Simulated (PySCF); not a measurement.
A species of formula C3H6BFO2 has this rotational fingerprint, computed with PBE0-D3(BJ)/def2-SVP geometry optimisation, gas phase (PySCF):

- Rotational constants: A = 4569, B = 1704, C = 1251 MHz
- Dipole components: |μa| = 0.24 D, |μb| = 1.57 D, |μc| = 0.03 D
- Inertial defect: -3.24 u·Å²
- κ: -0.73

Question: Which structure is it? (One computed conformer of each.)
A. `[CH2:1]=[CH:2][O:3][B:4]([F:5])[O:6][CH3:7]` with C1–C2–O3–B4 -178°, C2–O3–B4–F5 0°, O3–B4–O6–C7 1°
B. `[F:1][C@@H:2]1[CH2:3][CH2:4][O:5][BH:6][O:7]1` with F1–C2–C3–C4 -65°, C2–C3–C4–O5 -52°, C3–C4–O5–B6 27°, C4–O5–B6–O7 -1°

Answer: A. It is C=COB(F)OC, an asymmetric top. The candidates at the same level (rigid rotor, commonest isotopes):

| SMILES | A (MHz) | B (MHz) | C (MHz) | μa (D) | μb (D) | μc (D) | Δ (u·Å²) | point group | rotor |
| --- | --- | --- | --- | --- | --- | --- | --- | --- | --- |
| F[C@@H]1CCOBO1 | 4158 | 2913 | 2191 | 0.41 | 2.41 | 1.56 | -64.32 | C1 | asymmetric top |
| C=COB(F)OC | 4569 | 1704 | 1251 | 0.24 | 1.57 | 0.03 | -3.24 | near Cs | asymmetric top |

`F[C@@H]1CCOBO1` has C 75 % too high. No structure here is proved a minimum.
